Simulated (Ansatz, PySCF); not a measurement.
Gas-phase reaction in SMILES: C[SiH](C)[SiH2]Cl -> C[SiH](C)[SiH2] + Cl atom (the Cl-Si bond at the site shown breaks; other sites are not compared here)
Structures are relaxed separately at B3LYP-D3(BJ)/def2-TZVP in Ansatz (an electronic-structure program), one conformer each, not searched for the lowest.

Property: bond dissociation energy (enthalpy at 298 K, with B3LYP-D3(BJ) rigid-rotor harmonic-oscillator terms from PySCF), in kcal/mol. Cores are frozen in the correlated levels unless marked. Open shells are spin-unrestricted. No spin-orbit coupling. No relativistic terms. CBS(X,Y): correlation extrapolated as X^-3; Hartree-Fock from the larger set. [CCSD(T)-MP2]/basis is that difference in the basis named.

```tsv
level	program	bond dissociation energy (kcal/mol)
HF/aug-cc-pV(T+d)Z	Ansatz	79.6
HF/cc-pV(Q+d)Z	Ansatz	79.8
revPBE-D3(BJ)/def2-TZVPD	Ansatz + dftd3	102.4
PBE0-D4/def2-TZVPD	Ansatz + dftd4	105.0
PBE0/def2-TZVPD	Ansatz	103.6
r2SCANh-D4/def2-TZVPD	Ansatz + dftd4	103.8
HSE06-D3(BJ)/def2-TZVPD	Ansatz + dftd3	105.1
B2PLYP/def2-TZVPD	Ansatz	103.4
MP2/aug-cc-pV(T+d)Z	Ansatz	109.5
RI-MP2/aug-cc-pV(T+d)Z	Ansatz	109.5
RI-MP2/CBS(aug-cc-pV(T+d)Z,aug-cc-pV(Q+d)Z)	Ansatz	113.5
CCSD/6-31G	Ansatz	68.8
CCSD/cc-pwCVTZ	Ansatz	100.6
RI-MP2/CBS(cc-pV(T+d)Z,cc-pV(Q+d)Z)+[CCSD(T)-MP2]/cc-pV(T+d)Z	Ansatz	107.7
CCSD(T)/CBS(cc-pV(T+d)Z,cc-pV(Q+d)Z)	Ansatz	108.0
```
